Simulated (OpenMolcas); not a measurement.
# How basis sets differ on SnS (SMILES [S][Sn])

SnS has 2 atoms, charge 0, and is taken as a singlet. As SMILES, `[S][Sn]`. Geometry: the measured bond length.

```jsonl
{"atom": "S", "x (Å)": "0.0000", "y (Å)": "0.0000", "z (Å)": "0.0000"}
{"atom": "Sn", "x (Å)": "0.0000", "y (Å)": "0.0000", "z (Å)": "2.2090"}
```

Each level gives the dipole moment (D). The values are calculated.

```csv
level,kind,program,value (D),CPU time
B97-1/def2-SVP (core potential),global hybrid,OpenMolcas,3.03,3 s
B97-1/def2-TZVP (core potential),global hybrid,OpenMolcas,3.43,8.5 s
B97-1/def2-TZVPP (core potential),global hybrid,OpenMolcas,3.43,9 s
"B97-1/def2-QZVP (RICD fitting, core potential)",global hybrid,OpenMolcas,3.44,26 s
```

The values span 3.03 to 3.44 D. CPU times are rough (shared hosts, several kinds of processor): they show what a rung costs within a factor of a few.
